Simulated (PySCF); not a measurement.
H₄O₂Ti, multiplicity 1.

```xyz
7

Ti     0.0000     0.0000     0.3689
O     -1.5342     0.0000    -0.5175
H     -2.1167     0.0000    -1.2773
O      1.5342     0.0000    -0.5175
H      2.1167     0.0000    -1.2773
H      0.0000     1.3812     1.3600
H      0.0000    -1.3812     1.3600
```
Charge 0, spin multiplicity 1.

Geometry optimised at B3LYP-D3(BJ)/def2-TZVP. The multiplicity is an assumed one; other spin states were not compared. The values are those of a single conformer.

The numbers are results of KT2/pcSseg-1 run with PySCF, not measurements. Non-relativistic, no solvent.

Computed absolute GIAO shielding of each atom: isotropic value and principal components (ppm):
```csv
atom,σ(iso),σ11,σ22,σ33,span
Ti1,-988.9,-1928.6,-690.4,-347.6,1581.1
O2,1.3,-260.5,-69.1,333.6,594.1
H3,25.3,19.9,23.0,33.0,13.1
O4,1.3,-260.5,-69.1,333.6,594.1
H5,25.3,19.9,23.0,33.0,13.1
H6,25.3,12.3,30.2,33.3,21.0
H7,25.3,12.3,30.2,33.3,21.0
```
